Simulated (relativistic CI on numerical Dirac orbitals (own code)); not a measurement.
# Tm3+: 4d photoemission

Computed with this model: Dirac-Coulomb-Breit CI, separate exchange-only KLI orbitals for each configuration, a model potential for QED, valence Slater integrals scaled by 0.9, multiplet model of photoemission in the sudden approximation; configurations [Xe] 4f12 → [Kr] 4d9 4f12 5s2 5p6; 300 K; Lorentzian 1.4 eV and Gaussian 0.6 eV FWHM. Energies are those of the free ion, without screening or charge transfer. The energies are binding energies and can lie tens of eV above those of solids. S is read from ⟨S²⟩ = S(S + 1).

Computed curve for free ion, scaled to 100 at the maximum (points under 2 are left out and the grid is thinned):

| Energy (eV) | Intensity |
| --- | --- |
| 204.6 | 2.1 |
| 205.6 | 2.6 |
| 206.8 | 3.8 |
| 207.8 | 5.5 |
| 208.8 | 9.2 |
| 209.8 | 19.5 |
| 211.0 | 75.6 |
| 212.0 | 87.3 |
| 213.0 | 49.8 |
| 214.0 | 42.6 |
| 215.2 | 47.4 |
| 216.2 | 76.8 |
| 217.2 | 46.2 |
| 218.2 | 34.9 |
| 219.4 | 47.8 |
| 220.4 | 47.3 |
| 221.4 | 42.7 |
| 222.4 | 31.2 |
| 223.6 | 27.5 |
| 224.6 | 28.9 |
| 225.6 | 46.5 |
| 226.6 | 74.3 |
| 227.8 | 45.8 |
| 228.8 | 35.0 |
| 229.8 | 45.1 |
| 230.8 | 39.6 |
| 232.0 | 38.6 |
| 233.0 | 19.3 |
| 234.0 | 20.2 |
| 235.0 | 23.2 |
| 236.2 | 37.6 |
| 237.2 | 15.8 |
| 238.2 | 11.6 |
| 239.2 | 10.2 |
| 240.4 | 22.9 |
| 241.4 | 44.0 |
| 242.4 | 16.4 |
| 243.4 | 6.8 |
| 244.6 | 3.2 |
| 245.6 | 2.1 |

The ground state has S = 1.00, and the centroid lies at 223.22 eV.
